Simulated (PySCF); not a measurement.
## Orbital picture of PdO

M06-2X at R = 1.831 Å; PySCF, scalar-relativistic core potentials, basis sets Pd def2-TZVPP with ECP28, O def2-TZVPP. State: ³Π (triplet), unpaired electrons σ ↑, π ↑. Only the outer orbitals are listed, counted within each symmetry, core potentials removing the inner ones.

| spin | orbital | occ. | ε (eV) | on Pd (%) | main shells (%) |
| --- | --- | --- | --- | --- | --- |
| α | 5σ | 1 | -13.16 | 40 | 56 O p, 39 Pd d |
| α | 2π | 1 | -12.86 | 31 | 68 O p, 31 Pd d |
| α | 2π | 1 | -11.90 | 49 | 51 O p, 49 Pd d |
| α | 1δ | 1 | -10.03 | 100 | 100 Pd d |
| α | 1δ | 1 | -10.03 | 100 | 100 Pd d |
| α | 3π | 1 | -9.44 | 71 | 69 Pd d, 29 O p |
| α | 3π | 1 | -8.73 | 54 | 51 Pd d, 46 O p |
| α | 6σ | 1 | -8.41 | 68 | 48 Pd d, 32 O p, 18 Pd s |
| α | 7σ | 0 | -1.71 | 97 | 71 Pd s, 20 Pd p |
| α | 4π | 0 | 0.51 | 101 | 100 Pd p |
| α | 4π | 0 | 0.59 | 100 | 100 Pd p |
| β | 4σ | 1 | -25.75 | 6 | 93 O s |
| β | 2π | 1 | -11.16 | 61 | 61 Pd d, 38 O p |
| β | 5σ | 1 | -10.57 | 42 | 53 O p, 39 Pd d |
| β | 2π | 1 | -9.99 | 87 | 87 Pd d, 12 O p |
| β | 1δ | 1 | -9.52 | 100 | 100 Pd d |
| β | 1δ | 1 | -9.52 | 100 | 100 Pd d |
| β | 3π | 1 | -7.79 | 42 | 58 O p, 38 Pd d |
| β | 6σ | 0 | -2.39 | 92 | 69 Pd s, 20 Pd d |
| β | 3π | 0 | -1.62 | 38 | 62 O p, 28 Pd p, 10 Pd d |
| β | 7σ | 0 | -0.97 | 71 | 32 Pd d, 28 O p, 23 Pd p |

Which are the highest filled and the lowest empty level, where do they sit, and how wide is the gap?

Highest filled β 3π at -7.79 eV (in %: 58 O p, 38 Pd d); lowest empty β 6σ at -2.39 eV (in %: 69 Pd s, 20 Pd d); the gap at M06-2X is 5.40 eV.

```json
{
 "bond order (Mayer)": "1.12",
 "⟨S²⟩": "2.018",
 "charge on Pd (Mulliken, basis-dependent)": "0.45",
 "charge on Pd (Löwdin, basis-dependent)": "0.24",
 "dipole moment (positive dipole means Pd(−)O(+))": "-4.16 D"
}
```

Shares are Mulliken populations and can fall outside 0 to 100 %.

Spin–orbit coupling is left out. The state is the lowest single determinant that the PBE0 search found; with open d or f shells the true ground state can be another one.
